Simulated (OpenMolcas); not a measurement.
## W5+: moving or changing the point charges

W5+ among 4 point charges of -2.5 e arranged as a tetrahedron (Td), 1.78 Å from the ion.

```
Program             : OpenMolcas
Method              : CASSCF
Basis               : ANO-RCC-VDZP [7s6p4d2f1g]
Scalar Hamiltonian  : DKH2, point nucleus
Active space        : 1 electron in 5 orbitals (5d)
State averaging     : 2S+1 = 2 even, 5 roots
Spin-orbit coupling : RASSI with atomic mean-field integrals over the reference wave functions
```

Runs around this geometry, states (labels of Td). Energies in cm-1 above the lowest state or level, χT in cm3 K/mol; 10Dq is the gap between the two states; 10Dq is negative for this site.

```tsv
R (Å)	q (e)	Ground state	First state of that spin	10Dq	First gap with spin-orbit (degeneracies)	χT at 300 K
1.78	-1.25	2E	2T2 5443	-5443	10229 (4, 4)	0.230
1.78	-2.5	2E	2T2 8317	-8317	11059 (4, 4)	0.168
1.92	-2.5	2E	2T2 6584	-6584	10451 (4, 4)	0.200
```

Taking |10Dq| as R^-n, n = -ln(6584 / 8317) / ln(1.92 / 1.78) = 3.1 between the shortest and longest distance. The point-charge formula for a cubic d site gives n = 5.

Scaling the charges by -1.25 / -2.5 = 0.50 scales |10Dq| by 5443 / 8317 = 0.65; with fixed orbitals a first-order splitting would follow the charge.

An orbital doublet at a regular site is open to a Jahn-Teller distortion, which this geometry leaves out. Spin-orbit coupling mixes the spin-free states strongly: the lowest level takes only 67 % from its leading state, 2E (holds for R = 1.78, q = -1.25). Point charges carry no covalency, so the field is a model and not that of real ligands. No measured value stands beside these numbers.
